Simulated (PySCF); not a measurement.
Gas-phase reaction: SnH2Cl2 + SnO2 → Sn2O2 + Cl2 + 2 H

Computed with PySCF and rigid-rotor harmonic-oscillator thermochemistry at 1 bar. † marks an energy on the PBE0/def2-TZVP geometry and frequencies; other levels use their own. Open shells (unrestricted): H (multiplicity 2); the rest are closed-shell singlets. Sn: scalar-relativistic def2 core potential, no spin-orbit coupling. SnH2Cl2, SnO2, Sn2O2: computed as isolated molecules; such fragments, hydroxides, amides, oligomers or adducts are transient or little studied in the gas.

```csv
level,"ΔH°(298 K), kJ"
BLYP/def2-TZVP†,321
M06-2X/def2-TZVP†,?
PBE/def2-SVP,316
PBE0/def2-QZVP†,312
PBE0/def2-TZVP,?
r2SCAN/def2-TZVP†,?
```

Problem. Fill in the missing entries.

Solution. 
- M06-2X/def2-TZVP†, ΔH°(298 K), kJ: 302
- PBE0/def2-TZVP, ΔH°(298 K), kJ: 314
- r2SCAN/def2-TZVP†, ΔH°(298 K), kJ: 340
